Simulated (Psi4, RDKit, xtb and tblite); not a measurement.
Torsional profile of SMILES C=C[SiH2][SiH2]O (C2H8OSi2). Scanned: dihedral C1–C2–Si3–Si4; all other coordinates were relaxed at GFN2-xTB. Points at φ and −φ are mirror images. Heavy atoms are numbered in the order of the SMILES C=C[SiH2][SiH2]O, hydrogens after them in the order of the atoms that carry them; the mirror image has the same energies with the sign of each dihedral reversed.

Levels: UFF // GFN2-xTB (RDKit); HF/cc-pVTZ // GFN2-xTB (Psi4); GFN2-xTB (xtb and tblite).

Energies in kcal/mol, each method relative to its own lowest point.

| φ / ° | UFF | HF/cc-pVTZ | GFN2-xTB |
|---|---|---|---|
| -165 | 0.6 | 1.9 | 0.9 |
| -150 | 1.2 | 1.2 | 0.7 |
| -135 | 1.4 | 0.4 | 0.4 |
| -120 | 1.3 | 0.0 | 0.3 |
| -105 | 1.3 | 0.0 | 0.3 |
| -90 | 1.1 | 0.3 | 0.5 |
| -75 | 0.5 | 0.8 | 0.6 |
| -60 | 0.0 | 1.2 | 0.7 |
| -45 | 0.6 | 1.2 | 0.5 |
| -30 | 1.4 | 1.0 | 0.3 |
| -15 | 1.8 | 0.8 | 0.1 |
| 0 | 1.9 | 0.7 | 0.0 |
| 15 | 1.8 | 0.8 | 0.1 |
| 30 | 1.4 | 1.0 | 0.3 |
| 45 | 0.6 | 1.2 | 0.5 |
| 60 | 0.0 | 1.2 | 0.7 |
| 75 | 0.5 | 0.8 | 0.6 |
| 90 | 1.1 | 0.3 | 0.5 |
| 105 | 1.3 | 0.0 | 0.3 |
| 120 | 1.3 | 0.0 | 0.3 |
| 135 | 1.4 | 0.4 | 0.4 |
| 150 | 1.2 | 1.2 | 0.7 |
| 165 | 0.6 | 1.9 | 0.9 |
| 180 | 0.2 | 2.3 | 1.0 |
